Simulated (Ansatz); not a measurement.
**CBr2F2 (dibromodifluoromethane): the vertical ionisation energy from total energies**

CBr2F2 has 5 atoms, charge 0, and is taken as a singlet. As SMILES, `FC(F)(Br)Br`. The shape was relaxed beforehand at HF/3-21G.

Both states at this one shape; open shells run unrestricted unless said. 1 Eh = 27.2114 eV.

```
           level  program  singlet CBr2F2 (Eh)  doublet [CBr2F2]+ (Eh)
        HF/3-21G   Ansatz         -5355.529272            -5355.135220
HSE06/def2-SV(P)   Ansatz         -5384.450458            -5384.049304
```

Q: Work out the vertical ionisation energy at each level.

A: 
1. HF/3-21G: -5355.135220 − (-5355.529272) = 0.394052 Eh = 10.72 eV.
2. HSE06/def2-SV(P): -5384.049304 − (-5384.450458) = 0.401154 Eh = 10.92 eV.

No measured value is set beside it here; the levels span 10.72 to 10.92 eV. Hartree–Fock favours the state with fewer electron pairs, since it lacks pair correlation. Spin-orbit coupling, which splits open shells on such heavy atoms by tenths of an eV, is left out. All-electron rows are non-relativistic unless named.
